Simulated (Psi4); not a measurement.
Input for Psi4:
```
memory 2 GB

molecule mol {
1 2
Ge    0.002214   -0.009541    0.997952
I     1.099833   -1.879921   -0.321710
I    -1.101169    1.885681   -0.280826
}

set {
  basis 3-21g
  reference uks
  scf_type pk
}

energy('pbe')
print_variables()
```

Predict the nuclear repulsion energy from Psi4 1.11 with PBE/3-21G.

1047.8501 Eh

What number of basis functions does PBE/3-21G give?

89

Estimate the <S^2> that PBE/3-21G returns for this input.

0.752

Estimate the total energy that PBE/3-21G returns for this input.

-15846.288658 Ha

These values belong to the state on which the SCF converged, which isn't shown to be the lowest.
